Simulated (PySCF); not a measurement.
# Dipole response of Al⁻ (aluminium, charge -1)

[Ne] 3s2 3p2, high-spin 3P determinant. Computed with PySCF 2.14 in def2-TZVPPD, with the non-relativistic Hamiltonian (point nucleus). Coupled (time-dependent) response in atomic units; α is the mean over directions.

| method | mean α (bohr³) | α xx, yy, zz | C₆ (like pair) | S(−4) |
| --- | --- | --- | --- | --- |
| UHF | 144.5 | 99.78, 166.9, 166.9 | 1772 | 20310 |
| wB97X | 131.5 | 94.75, 149.8, 149.8 | 1644 | 13390 |

S(−4) is the Cauchy moment in α(ω) = α(0) + S(−4) ω² + …

α(iu) at UHF:

```tsv
u (hartree)	α(iu) (bohr³)
0	144.5
0.0500	112.5
0.100	77.80
0.200	41.49
0.300	25.12
0.500	11.76
0.750	5.979
1.00	3.627
1.50	1.796
2.00	1.109
3.00	0.5807
5.00	0.2656
```

A single London oscillator, α(iu) = α/(1 + u²/ω²), gives C₆ = (3/4) ω α². Matching the computed C₆ needs ω = 4 × 1772 / (3 × 144.5²) = 0.113 hartree.

For an ion, C₆ is the dispersion term alone; charge-induced terms of lower order in 1/R come first.

The components differ because the open shell of this determinant is not spherical; for a pure term their mean is the scalar polarisability.

The outer electron is barely bound at this level, so radii and moments hang on the diffuse functions.
